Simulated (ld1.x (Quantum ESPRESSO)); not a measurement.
# Varying the RRKJ potential for Mg (Z = 12)

Base potential:

```
Element                 : Mg (Z = 12)
Generator               : ld1.x (Quantum ESPRESSO) 7.5
Type                    : norm-conserving RRKJ (Kleinman–Bylander form)
Functional              : PBEsol
Relativity              : scalar-relativistic
Frozen core             : [He]
Valence charge          : 10
Reference configuration : 2s2 2p6 3s0 3p0 (charge +2)
Partial waves           : 2s (bound): rc 1.05 bohr; 2p (bound): rc 1.10 bohr
Local potential         : all-electron potential smoothed inside 0.90 bohr (lloc = -1)
Core correction         : none
```

Cutoffs, loose and tight: the cutoffs (Ry, on a coarse ladder) from which the occupation-weighted sum of valence levels, in a spherical-Bessel basis at the reference potential, stays within 10 and 1 mRy of its value at 400 Ry. They do not see the model core or the augmentation charge, which bear on the density cutoff. Test errors are all-electron minus pseudo excitation energies from the reference, over the configurations 2s2 2p6 3s2 3p0; 2s2 2p6 3s1 3p0; 2s2 2p6 3s1.5 3p0; 2s2 2p6 3s0 3p2; 2s2 2p6 3s0 3p1; 2s2 2p5 3s2 3p0; 2s1 2p6 3s2 3p0. A dash means not determined; rows that change the core or the reference have their own tests.

| change | outcome | cutoff, loose | cutoff, tight | bound ghosts | largest test error (meV) |
| --- | --- | --- | --- | --- | --- |
| base | generated | 110 Ry | 180 Ry | none | -243 |
| all radii scaled by about 0.80 (s 0.84, p 0.88 bohr); local potential all-electron potential smoothed inside 0.72 bohr (lloc = -1) | generated | 180 Ry | 260 Ry | none | +146 |
| all radii scaled by about 0.89 (s 0.94, p 0.98 bohr); local potential all-electron potential smoothed inside 0.80 bohr (lloc = -1) | generated | 140 Ry | 200 Ry | none | +248 |
| all radii scaled by about 1.16 (s 1.22, p 1.28 bohr); local potential all-electron potential smoothed inside 1.04 bohr (lloc = -1) | generated | 90 Ry | 140 Ry | none | +1789 |
| all radii scaled by about 1.24 (s 1.30, p 1.36 bohr); local potential all-electron potential smoothed inside 1.12 bohr (lloc = -1) | generated | 80 Ry | 110 Ry | none | +1183 |

Question: What comes out with this change to the base: all radii scaled by about 1.33 (s 1.40, p 1.46 bohr); local potential all-electron potential smoothed inside 1.20 bohr (lloc = -1)?

Answer: outcome: generated; cutoff, loose: 70 Ry; cutoff, tight: 100 Ry; bound ghosts: none; largest test error (meV): +1128.

Reading the sweep of the scale of all radii (base = 1) (base included, trends over the rows without a ghost): The loose cutoff falls from 180 Ry at 0.8 to 70 Ry at 1.33. A larger radius leaves more room for a smooth pseudo-wave, so fewer plane waves are needed; a smaller one forces it to follow the all-electron wave where it bends sharply. The median size of the test errors (rows with all tests solved) is not monotonic: lowest 20.0 meV at 0.8, highest 423.0 meV at 1.16.
